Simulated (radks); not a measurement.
Ne4+, configuration 1s1 2s2 2p3 (not the ground configuration). All-electron calculation, Dirac Kohn-Sham, LDA (Slater exchange, Perdew-Wang correlation), spin-unpolarised, spherical densities, finite nucleus; open shells fill j = l - 1/2 first; Fermi nuclear charge, rms radius 3.0055 fm. Program: a radial shooting solver on a logarithmic mesh with Libxc functionals. Some entries of the table are withheld. Estimate them.

| orbital | occ. | eigenvalue (hartree) | <r^2> (bohr^2) |
|---|---|---|---|
| 1s1/2 | 1 | -37.79985 | (1) |
| 2s1/2 | 2 | (2) | (3) |
| 2p1/2 | 2 | (4) | (5) |
| 2p3/2 | 1 | (6) | (7) |

Answer. 
(1) 1s1/2 <r^2> (bohr^2): 0.03174
(2) 2s1/2 eigenvalue (hartree): -5.09789
(3) 2s1/2 <r^2> (bohr^2): 0.6332
(4) 2p1/2 eigenvalue (hartree): -4.38753
(5) 2p1/2 <r^2> (bohr^2): 0.5307
(6) 2p3/2 eigenvalue (hartree): -4.37900
(7) 2p3/2 <r^2> (bohr^2): 0.5327
